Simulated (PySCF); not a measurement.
Si(Me)(Et)(Vi)(OMe), SMILES [Si](OC)(C=C)(C)CC (C6H14OSi), GFN2-xTB optimised geometry.

```
22

C      2.08    -1.76    -0.61
C      1.29    -0.88     0.00
Si    -0.60    -0.88     0.00
C     -1.24    -1.87    -1.50
C     -1.27    -1.56     1.65
C     -2.80    -1.66     1.69
O     -1.16     0.66     0.00
C     -0.98     1.64    -0.98
H      3.16    -1.70    -0.56
H      1.67    -2.57    -1.19
H      1.77    -0.09     0.56
H     -0.75    -1.56    -2.42
H     -2.31    -1.71    -1.64
H     -1.09    -2.93    -1.38
H     -0.84    -2.54     1.83
H     -0.94    -0.92     2.47
H     -3.16    -2.35     0.93
H     -3.13    -2.02     2.66
H     -3.24    -0.68     1.51
H     -1.40     2.57    -0.60
H      0.08     1.79    -1.20
H     -1.49     1.36    -1.91
```

Density from PBE0/def2-SVP (PySCF 2.14.0) at that geometry.

Minimum of the electron density along straight lines between bonded atoms, close to the bond critical point (lines longer than 1.1 times the sum of covalent radii, or with two minima, are not listed):

```csv
bond,length / Å,ρ at the minimum / e bohr⁻³,∇²ρ there / e bohr⁻⁵,position (fraction from the first atom)
C1–C2,1.324,0.342,-0.92,0.51
C2–Si3,1.895,0.112,0.34,0.62
Si3–C4,1.908,0.110,0.31,0.38
Si3–C5,1.904,0.114,0.31,0.38
C5–C6,1.525,(withheld),-0.53,0.50
Si3–O7,1.639,(withheld),(withheld),0.41
O7–C8,1.398,0.258,-0.32,0.66
C1–H9,1.080,0.282,-1.08,0.63
C1–H10,1.077,0.284,-1.09,0.63
C2–H11,1.085,0.276,-1.01,0.63
C4–H12,1.087,0.271,-0.96,0.62
C4–H13,1.087,0.271,-0.96,0.62
C4–H14,1.085,0.271,-0.96,0.62
C5–H15,1.090,0.271,-0.95,0.62
C5–H16,1.090,0.272,-0.96,0.62
C6–H17,1.087,0.276,-1.00,0.62
C6–H18,1.089,0.275,-1.00,0.62
C6–H19,1.087,0.278,-1.03,0.63
C8–H20,1.091,0.283,-1.09,0.64
C8–H21,1.093,0.281,-1.06,0.63
C8–H22,1.093,0.281,-1.06,0.63
```

**Question.** Some entries are withheld; supply them.

**Answer.** 
- C5–C6, ρ at the minimum / e bohr⁻³: 0.239
- Si3–O7, ρ at the minimum / e bohr⁻³: 0.125
- Si3–O7, ∇²ρ there / e bohr⁻⁵: 1.02
